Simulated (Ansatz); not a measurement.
Reaction (ligand exchange at a Cd–S bond): `[SH][Cd][SH]` + H–F → `[F][Cd][SH]` + H₂S

Computed with Ansatz on PBE0-D4/def2-TZVP structures; ΔE is electronic, products minus reactants. CCSD(T)/CBS adds triple-zeta CCSD(T) − MP2 to the extrapolated MP2 energy (def2 sets, frozen cores). This one scheme is used for every species. Functionals use def2-TZVPP. B3LYP here is the variant with VWN-RPA as its local correlation; programs differ in this. Elements past krypton have def2 core potentials. For Cd outer-core shells are correlated without core-valence functions, which leaves a few kJ/mol of doubt a bond. One conformer a species, not always the lowest.

`[SH][Cd][SH]`:

Cartesian coordinates in Å:
```
S -1.984 0.898 0.926
Cd 0.069 0.352 -0.044
S 2.130 -0.152 -1.019
H -2.653 -0.030 0.222
H 2.437 -1.068 -0.085
```

H–F:

```xyz
2

F     0.459   -0.013   -0.018
H    -0.459    0.013    0.018
```

`[F][Cd][SH]`:

Cartesian coordinates in Å:
```
F 0.679 2.087 1.489
Cd 0.198 0.435 0.596
S -0.371 -1.551 -0.439
H -0.506 -0.972 -1.645
```

H₂S:

Cartesian coordinates in Å:
```
S 0.278 -0.448 0.325
H -0.913 0.163 0.414
H 0.635 0.285 -0.739
```

```json
{"level": "PBE-D4", "ΔE (kcal/mol)": "12.2", "difference from CCSD(T)/CBS": "-1.6"}
{"level": "r2SCANh-D4", "ΔE (kcal/mol)": "12.6", "difference from CCSD(T)/CBS": "-1.2"}
{"level": "r2SCAN0-D4", "ΔE (kcal/mol)": "13.8", "difference from CCSD(T)/CBS": "0.0"}
{"level": "ωB97M-V", "ΔE (kcal/mol)": "12.2", "difference from CCSD(T)/CBS": "-1.6"}
{"level": "revPBE", "ΔE (kcal/mol)": "10.7", "difference from CCSD(T)/CBS": "-3.1"}
{"level": "B3LYP", "ΔE (kcal/mol)": "10.3", "difference from CCSD(T)/CBS": "-3.5"}
{"level": "r2SCANh", "ΔE (kcal/mol)": "12.4", "difference from CCSD(T)/CBS": "-1.4"}
{"level": "BHLYP", "ΔE (kcal/mol)": "11.6", "difference from CCSD(T)/CBS": "-2.2"}
{"level": "LC-ωPBE", "ΔE (kcal/mol)": "10.2", "difference from CCSD(T)/CBS": "-3.6"}
{"level": "HF/def2-SVP", "ΔE (kcal/mol)": "10.7", "difference from CCSD(T)/CBS": "-3.1"}
{"level": "HF/def2-TZVPP", "ΔE (kcal/mol)": "11.4", "difference from CCSD(T)/CBS": "-2.4"}
{"level": "CCSD/def2-TZVPP", "ΔE (kcal/mol)": "13.1", "difference from CCSD(T)/CBS": "-0.7"}
{"level": "HF/def2-QZVPP", "ΔE (kcal/mol)": "10.3", "difference from CCSD(T)/CBS": "-3.5"}
{"level": "MP2/def2-QZVPP", "ΔE (kcal/mol)": "15.8", "difference from CCSD(T)/CBS": "2.0"}
{"level": "SCS-MP2/def2-QZVPP", "ΔE (kcal/mol)": "13.3", "difference from CCSD(T)/CBS": "-0.5"}
{"level": "HF/CBS(def2)", "ΔE (kcal/mol)": "10.2", "difference from CCSD(T)/CBS": "-3.6"}
{"level": "CCSD(T)/CBS", "ΔE (kcal/mol)": "13.8", "difference from CCSD(T)/CBS": "0"}
```

Largest T1 diagnostic among the species: 0.016.

From PBE to PBE0 (25 % exact exchange), in def2-TZVPP and without D4, ΔE moves by +2.1 kcal/mol. In def2-TZVPP, CCSD(T) changes the Hartree–Fock value by +2.2 kcal/mol (the triples alone add +0.5 kcal/mol) and MP2 by +4.7 kcal/mol. The D4 term adds +1.2 kcal/mol with B3LYP and +0.6 kcal/mol with PBE0; it sums over pairs of atoms, weighted by their polarisabilities, and B3LYP, whose exchange is more repulsive, gets the larger term.
